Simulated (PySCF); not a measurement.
What settings do to a single point of [La(H2S)]3+

The sound run of [La(H2S)]3+ (singlet) uses PySCF 2.14.0, RKS B3LYP, La lcecp-1-SVP with ECP46, S def2-SVP, H def2-SVP; non-relativistic Hamiltonian with scalar-relativistic core potentials where named; density fitting; no spin-orbit coupling, grid (50, 194), threshold 1e-8 Eh and 55 cycles, at the relaxed geometry:

```xyz
4

La    0.0000    0.0049   -0.5504
S     0.0000   -0.0158    2.3933
H     1.0393    0.7380    2.8920
H    -1.0393    0.7380    2.8920
```

There La1 has a Mulliken charge of 2.40 e and the dipole about the centre of mass is 1.67 D. Each run below changes one thing and starts from free metal ions and neutral atoms unless it says otherwise; with 55 cycles, smearing, a level shift and second-order steps follow where DIIS fails, and their cycles count. Energy shifts count from the sound run. On f atoms grids over 110 angular points are at least (60, 302).

```tsv
change	outcome	cycles	energy shift (eV)	largest force component (eV/Å)	charge on La1 (e)	dipole about the centre of mass (D)
all coordinates × 1.12	converged	12	0.68	2.49	2.40	1.95
grid (15, 26)	converged	11	0.71	1.32	2.41	1.60
start from a density of up to 30 smeared cycles (not counted)	converged	7	0.0000	0.01	2.40	1.67
```

Task: How does the run with this change end: threshold 0.001?

Result: outcome converged, cycles 7, energy shift (eV) 0.0016, largest force component (eV/Å) 0.08, charge on La1 (e) 2.41, dipole about the centre of mass (D) 1.66.

Unsound on purpose, so not properties of the compound: grid (15, 26).

Forces carry noise of the integration grid, about 0.01 to 0.03 eV/Å.
